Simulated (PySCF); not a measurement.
**Working out the excitation energy of O²⁺**

O²⁺ [He] 2s2 2p2 (3P) → O²⁺ [He] 2s1 2p2 3d1 (high-spin determinant). All numbers are calculated (PySCF 2.14, the spin-free X2C one-electron Hamiltonian (Gaussian nucleus), in aug-cc-pVTZ-DK). Frozen: 1s2. Energies in hartree (1 hartree = 27.21139 eV):

```tsv
part	O²⁺ (lower)	O²⁺ (upper)
UHF	-73.153309	-71.389758
CCSD correlation	-0.096795	-0.031067
(T)	-0.001320	-0.002919
```

Question: What does Hartree-Fock give?

Answer: (-71.389758) − (-73.153309) = 1.763551 hartree = 47.989 eV.

Question: What do CCSD and CCSD(T) give?

Answer: The CCSD correlation energies differ by 0.065728 hartree = 1.789 eV and the triples by -0.001599 hartree = -0.044 eV, so CCSD gives 49.778 eV and CCSD(T) 49.734 eV.

One determinant mixes LS terms, so it does not stand for a single term.

The coupled-cluster amplitudes are large, so a single reference is strained.
